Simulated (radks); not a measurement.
Spin polarisation of the 4p2 shell in the selenium ion Se2+. Start: [Ar] 3d10 4s2 4p(up 1, down 1); electrons of 4p are moved from spin down to spin up, other shells keep equal spins. All-electron calculation, scalar-relativistic Kohn-Sham, LDA (Slater exchange, Perdew-Wang correlation), spin-polarised, spherical densities, finite nucleus; Fermi nuclear charge, rms radius of each element as measured or else 0.836 A^(1/3) + 0.57 fm. Program: a radial shooting solver on a logarithmic mesh with Libxc functionals.

moment (Bohr magnetons)  E - E(0) (eV)  e(4p up) (eV)  e(4p down) (eV)  4s down minus up (eV)  3d down minus up (eV)  3p down minus up (eV)
0                                0.000        -25.704          -25.704                  0.000                  0.000                  0.000
0.5                             -0.057        -25.919          -25.467                  0.459                  0.076                  0.054
1                               -0.227        -26.116          -25.204                  0.923                  0.152                  0.108
1.5                             -0.513        -26.295          -24.912                  1.397                  0.228                  0.163
2                               -0.919        -26.456          -24.588                  1.883                  0.304                  0.217

At moment 2 the spin-polarisation energy is -0.919 eV and the 4p exchange splitting 1.868 eV, that is 0.934 eV per Bohr magneton; E = -I m^2/4 would give I = 0.919 eV.
